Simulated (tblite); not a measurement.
C₃H₉BrF₂Ga₂O₂.
Z-matrix (Å and degrees, GFN2-xTB geometry), rows numbered from 1:
```
C 
O   1  1.4279
Ga  2  2.0133  1  125.22
O   3  2.0258  2   77.80  1  -167.50
C   4  1.4038  3  123.83  2   179.50
C   5  1.5234  4  106.96  3    27.11
F   6  1.3370  5  112.59  4  -168.79
F   6  1.3886  5  107.31  4   -51.89
Ga  2  1.9253  1  131.84  3  -167.25
Br  9  2.2565  2  111.70  1    55.33
H   1  1.0936  2  110.11  3  -105.00
H   1  1.0950  2  108.71  3    14.60
H   1  1.0949  2  110.21  3   134.32
H   3  1.5269  2  104.02  1   -54.49
H   3  1.5362  2  105.09  1    85.96
H   5  1.0975  4  111.20  3   146.84
H   5  1.0983  4  111.01  3   -91.13
H   6  1.1000  5  113.77  4    65.68
H   9  1.5226  2  112.99  1   -89.05
```

Level: GFN2-xTB in tblite, geometry and Hessian alike; calculated harmonic values, unscaled, isolated species. Errors from tens to a few hundred cm⁻¹ against measured bands are possible. Modes of hydrogen on gallium can be 10 to 20 % off. One conformer, not necessarily the lowest.

Harmonic wavenumbers (cm⁻¹): 33.9, 35.8, 53.8, 77.0, 85.8, 97.1, 106.0, 140.8, 145.5, 165.4, 178.7, 201.6, 227.2, 283.6, 301.8, 319.7, 368.4, 385.7, 429.7, 461.3, 498.9, 519.4, 531.0, 554.5, 578.9, 645.9, 849.1, 1009.7, 1025.2, 1062.8, 1080.6, 1120.9, 1134.7, 1141.3, 1189.9, 1237.9, 1249.4, 1323.0, 1413.4, 1456.9, 1464.7, 1471.3, 1747.3, 1787.2, 1801.4, 2891.8, 2916.2, 2922.1, 2934.1, 2937.0, 2953.3.

A = 805.8, B = 322.4, C = 253.2 MHz; mass 331.827 u (most abundant isotopes); point group C1, symmetry number 1.

Task: Zero-point energy?

Result: ½Σν̃ = 24774 cm⁻¹ = 296.37 kJ/mol.

Task: Give the ideal-gas entropy at 200 K and 1 bar in the rigid-rotor, harmonic-oscillator model (classical rotation).

Result: Translation 172.95, rotation 132.50, vibration 168.55: S = 474.0 J/(mol K).

Task: And Cp and H(200 K) − H(0)?

Result: Cp = 185.69 J/(mol K), of which vibrations give 152.43 (their classical limit is 51 R = 424.0); H(200 K) − H(0) = 23.96 kJ/mol without the zero-point energy, 17.31 from vibrations.

Task: How do the functions run with temperature in this model?

Result: 
| T (K) | S (J/(mol K)) | Cp (J/(mol K)) | H − H(0) (kJ/mol) | G − H(0) (kJ/mol) | ln q(vib) |
| --- | --- | --- | --- | --- | --- |
| 100 | 366.5 | 127.1 | 8.11 | -28.53 | 4.35 |
| 300 | 557.6 | 227.9 | 44.72 | -122.55 | 14.77 |
| 500 | 690.1 | 292.6 | 97.16 | -247.89 | 23.23 |
| 800 | 842.0 | 352.7 | 194.85 | -478.79 | 33.70 |
| 1000 | 923.6 | 377.6 | 268.03 | -655.57 | 39.67 |

q(vib) and H(0) count from the zero-point level.

Task: Which modes carry the vibrational entropy at 200 K?

Result: 33.9 cm⁻¹: 20.07; 35.8 cm⁻¹: 19.62; 53.8 cm⁻¹: 16.26; 77.0 cm⁻¹: 13.33; 85.8 cm⁻¹: 12.46; 97.1 cm⁻¹: 11.46 J/(mol K); the other 45 give 75.36 together.

Task: What must be added to the electronic energy to get the Gibbs energy at 200 K and 1 bar?

Result: ZPE + [H(200 K) − H(0)] − T·S = 296.37 + 23.96 − 94.80 = 225.53 kJ/mol.

Task: Blend soft modes into free rotors: weight 1/[1 + (100 cm⁻¹/ν̃)⁴] for the oscillator and the rest for a rotor with moment μB/(μ + B), μ = h/(8π²ν), B = 10⁻⁴⁴ kg m². What vibrational entropy results?

Result: 152.51 J/(mol K) in place of 168.55, which changes −T·S at 200 K by +3.21 kJ/mol.

Hindered rotation and anharmonicity are outside this model. Other conformers, if any are populated, would add a mixing term that is left out. The structure is chiral; the term R ln 2 for an equal mix with its mirror image is left out.

Run on an Arm Neoverse N1 with one thread (shared host). This covers the Hessian and the dipole derivatives.
